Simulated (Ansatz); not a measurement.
Ansatz (a first-principles code) input for H3Si, SMILES [SiH3+], charge +1, PBE/def2-TZVPD. Geometry optimised at PBE0-D3(BJ)/def2-TZVPD.

Ansatz 0.2 input:
```yaml
crystal:
  periodic: [false, false, false]
  atoms:
    - {symbol: Si, position_ang: [0.00000000, 0.00000000, 0.00000000]}
    - {symbol: H, position_ang: [1.47223282, 0.00000000, 0.00000000]}
    - {symbol: H, position_ang: [-0.73611641, 1.27499102, 0.00000000]}
    - {symbol: H, position_ang: [-0.73611641, -1.27499102, 0.00000000]}
basis:
  gaussian:
    orbitals: def2-TZVPD
hamiltonian:
  xc: {name: PBE}
total_charge: 1
```

Output:

```
WARN ansatz: RAYON_NUM_THREADS=1 ignored (pool sized by the plan → 1); use --threads N
Functional definition: PBE
integrals: 0.01 GiB planned
428 factors; their error is unknown
mean field: 0.12 GiB planned
mean field evaluation 1: about -7911.5886 eV, gradient 1.5e1 eV
mean field evaluation 2: about -7912.3273 eV, gradient 5.0e0 eV
mean field evaluation 4: about -7912.4003 eV, gradient 5.1e-2 eV
mean field evaluation 8: about -7912.3926 eV, gradient 2.0e-4 eV
mean field -7912.39257430 eV, -290.7750638933 hartree, gradient 7.1e-5 eV, S^2 0.000000; 0 other end points of the search recorded, 0 dependent functions left out
reference -7912.39260643 eV, -290.7750650741 hartree; 8, 8 occupied and 62, 62 virtual orbitals, 428 factors
Total energy: -7912.39260643 eV, -290.7750650741 hartree
```

Self-consistency was reached.
